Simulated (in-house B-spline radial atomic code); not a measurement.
Inner levels of barium as electrons are removed. A shift is the extra binding of the orbital against the neutral atom ([Xe] 6s2). The density at the nucleus is averaged over the nuclear charge. Computed with a B-spline radial code for spherical atoms: Dirac-Hartree-Fock, jj configuration that fills j = l - 1/2 first, finite nuclei.

A number in brackets counts the electrons of a j subshell.

| ion | configuration | shift of 2s1/2 (eV) | shift of 3d5/2 (eV) | shift of 3d3/2 (eV) | radius of 2s1/2 (bohr) | radius of 3d5/2 (bohr) | radius of 3d3/2 (bohr) | Σ<r²> (bohr²) | change of density at nucleus (bohr⁻³) |
| --- | --- | --- | --- | --- | --- | --- | --- | --- | --- |
| Ba | [Xe] 6s2 | 0 | 0 | 0 | 0.10916 | 0.26724 | 0.26357 | 103.57 | - |
| Ba+ | [Xe] 6s1 | 5.4234 | 5.4251 | 5.425 | 0.10916 | 0.26724 | 0.26357 | 67.694 | -6.207 |
| Ba2+ | [Kr] 4d10 5s2 5p6 | 12.013 | 12.017 | 12.016 | 0.10916 | 0.26724 | 0.26357 | 44.304 | -18.725 |
| Ba3+ | [Kr] 4d10 5s2 5p1/2(2) 5p3/2(3) | 25.344 | 25.247 | 25.266 | 0.10916 | 0.26722 | 0.26355 | 38.502 | -4.176 |
| Ba4+ | [Kr] 4d10 5s2 5p1/2(2) 5p3/2(2) | 39.645 | 39.415 | 39.457 | 0.10916 | 0.2672 | 0.26354 | 33.442 | 11.808 |
| Ba5+ | [Kr] 4d10 5s2 5p1/2(2) 5p3/2(1) | 54.853 | 54.454 | 54.524 | 0.10916 | 0.26718 | 0.26351 | 28.954 | 29.192 |
| Ba6+ | [Kr] 4d10 5s2 5p1/2(2) | 70.921 | 70.316 | 70.417 | 0.10916 | 0.26714 | 0.26348 | 24.922 | 47.907 |
| Ba7+ | [Kr] 4d10 5s2 5p1/2(1) | 88.168 | 87.339 | 87.4 | 0.10916 | 0.2671 | 0.26344 | 21.402 | 63.832 |
| Ba8+ | [Kr] 4d10 5s2 | 106.25 | 105.16 | 105.17 | 0.10916 | 0.26706 | 0.26339 | 18.196 | 80.558 |
| Ba9+ | [Kr] 4d10 5s1 | ? | ? | ? | ? | ? | ? | ? | ? |
| Ba10+ | [Kr] 4d10 | 146.07 | 144.65 | 144.68 | 0.10916 | 0.26694 | 0.26328 | 13.083 | -227.19 |
| Ba11+ | [Kr] 4d3/2(4) 4d5/2(5) | 179.85 | 176.92 | 177.52 | 0.10915 | 0.26712 | 0.26304 | 12.082 | -193.76 |
| Ba12+ | [Kr] 4d3/2(4) 4d5/2(4) | 214.92 | 210.29 | 211.51 | 0.10915 | 0.26692 | 0.26276 | 11.146 | -157.82 |
| Ba13+ | [Kr] 4d3/2(4) 4d5/2(3) | ? | ? | ? | ? | ? | ? | ? | ? |
| Ba14+ | [Kr] 4d3/2(4) 4d5/2(2) | 288.85 | 280.25 | 282.81 | 0.10913 | 0.26643 | 0.26212 | 9.441 | -78.571 |
| Ba15+ | [Kr] 4d3/2(4) 4d5/2(1) | 327.67 | 316.79 | 320.08 | 0.10912 | 0.26615 | 0.26176 | 8.6613 | -35.274 |
| Ba16+ | [Kr] 4d3/2(4) | 367.72 | 354.36 | 358.41 | 0.10912 | 0.26583 | 0.26137 | 7.9243 | 10.444 |
| Ba17+ | [Kr] 4d3/2(3) | 409.39 | 393.88 | 397.09 | 0.10911 | 0.2654 | 0.26152 | 7.2354 | 59.948 |
| Ba18+ | [Kr] 4d3/2(2) | 452.26 | 434.42 | 436.75 | 0.10909 | 0.26495 | 0.26118 | 6.5818 | 111.9 |
| Ba19+ | [Kr] 4d3/2(1) | 496.33 | 475.99 | 477.39 | 0.10908 | 0.26446 | 0.26081 | 5.9609 | 166.27 |
| Ba20+ | [Ar] 3d10 4s2 4p6 | ? | ? | ? | ? | ? | ? | ? | ? |
| Ba21+ | [Ar] 3d10 4s2 4p1/2(2) 4p3/2(3) | 588.23 | 561.97 | 562.67 | 0.10905 | 0.26345 | 0.25993 | 4.8284 | 291.45 |

**Question.** Fill in the row of Ba9+.

**Answer.** shift of 2s1/2 (eV): 125.81; shift of 3d5/2 (eV): 124.57; shift of 3d3/2 (eV): 124.58; radius of 2s1/2 (bohr): 0.10916; radius of 3d5/2 (bohr): 0.267; radius of 3d3/2 (bohr): 0.26334; Σ<r²> (bohr²): 15.549; change of density at nucleus (bohr⁻³): -65.265.

**Question.** Fill in the row of Ba13+.

**Answer.** shift of 2s1/2 (eV): 251.26; shift of 3d5/2 (eV): 244.74; shift of 3d3/2 (eV): 246.61; radius of 2s1/2 (bohr): 0.10914; radius of 3d5/2 (bohr): 0.26669; radius of 3d3/2 (bohr): 0.26246; Σ<r²> (bohr²): 10.268; change of density at nucleus (bohr⁻³): -119.41.

**Question.** Fill in the row of Ba20+.

**Answer.** shift of 2s1/2 (eV): 541.59; shift of 3d5/2 (eV): 518.56; shift of 3d3/2 (eV): 518.99; radius of 2s1/2 (bohr): 0.10907; radius of 3d5/2 (bohr): 0.26395; radius of 3d3/2 (bohr): 0.26041; Σ<r²> (bohr²): 5.3702; change of density at nucleus (bohr⁻³): 223.08.
